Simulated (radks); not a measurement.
The numbers below are computed, except where a source is named.
Neutral boron inside a hard spherical wall (all orbitals vanish at R), configuration held at [He] 2s2 2p1 and not refilled when levels cross. Code: a radial shooting solver on a logarithmic mesh with Libxc functionals. Model: scalar-relativistic Kohn-Sham, PBE, spin-polarised, spherical densities, finite nucleus; open shells are filled with parallel spins first; Fermi nuclear charge, rms radius 2.406 fm. Eigenvalues in eV for spin up, with the zero of energy where the potential of the charges vanishes at infinity; a dash marks a level that is unbound or too diffuse for the functional's potential to be trusted. A positive occupied level is held by the wall or, in an anion where self-interaction has pushed it up, behind a barrier. The pressure on the wall is -dE/dV.

| R (bohr) | E (hartree) | kinetic (hartree) | e(1s) | e(2s) | e(2p) | e(3s, empty) | e(3p, empty) | pressure (GPa) |
|---|---|---|---|---|---|---|---|---|
| free | -24.61300 | 24.530 | -180.56 | -9.907 | -4.019 | - | - | 0 |
| 12 | -24.61299 | 24.530 | -180.56 | -9.905 | -4.017 | 0.083 | 1.094 | 0.000202 |
| 6 | -24.60288 | 24.594 | -179.80 | -9.453 | -3.442 | 6.018 | 8.431 | 0.811 |
| 4 | -24.47625 | 25.140 | -175.54 | -6.617 | -0.030 | 24.073 | 26.006 | 27.6 |
| 3.5 | -24.33743 | 25.621 | -172.52 | -4.225 | 2.624 | 36.373 | 37.011 | 75.2 |
| 3 | -24.04138 | 26.509 | -167.72 | 0.270 | 7.280 | 57.287 | 54.938 | 222 |
| 2 | -21.73044 | 31.953 | -147.15 | 30.268 | 33.347 | 172.79 | 146.48 | 3020 |
